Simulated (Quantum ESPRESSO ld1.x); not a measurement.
All-electron atom: Fe in [Ar] 3d6 4s2 (the NIST ground configuration). Method: Dirac Kohn-Sham, relativistic LDA (MacDonald-Vosko exchange, VWN5 correlation), spin-unpolarised, spherical densities, point nucleus; open shells are shared between the two j in proportion to 2j + 1; computed with ld1.x of Quantum ESPRESSO 7.5.

Normalised radial functions P(r) = r R(r) (large component), r in bohr:

r,2p3/2,3s1/2
0.002211,0.0026,0.0666
0.002903,0.0044,0.0854
0.00381,0.0074,0.1089
0.005001,0.0126,0.1377
0.006564,0.0212,0.1723
0.008616,0.0355,0.2126
0.01131,0.0589,0.2575
0.01484,0.0967,0.3036
0.01933,0.1546,0.3441
0.02537,0.2462,0.3715
0.0333,0.3831,0.3698
0.04371,0.5789,0.3202
0.05738,0.8421,0.2042
0.07531,1.1666,0.0123
0.09886,1.5189,-0.2401
0.1298,1.8278,-0.4962
0.1703,1.9913,-0.6521
0.2236,1.9145,-0.5852
0.2934,1.5731,-0.2247
0.3852,1.0606,0.3605
0.5056,0.5573,0.9378
0.6636,0.2138,1.2287
0.871,0.0552,1.1181
1.143,0.0086,0.7465
1.489,0.0008,0.3734
1.954,0.0000,0.1292
2.565,0.0000,0.0293
3.367,0.0000,0.0039
4.419,0.0000,0.0003
5.8,0.0000,0.0000
7.613,0.0000,0.0000
9.993,0.0000,0.0000

2p3/2: eigenvalue -692.93 eV, 0 radial nodes, <r> = 0.237 bohr, 90 % of the charge inside 0.388 bohr. 3s1/2: eigenvalue -93.305 eV, 2 radial nodes at r = 0.0764, 0.328 bohr, <r> = 0.813 bohr, 90 % of the charge inside 1.22 bohr.
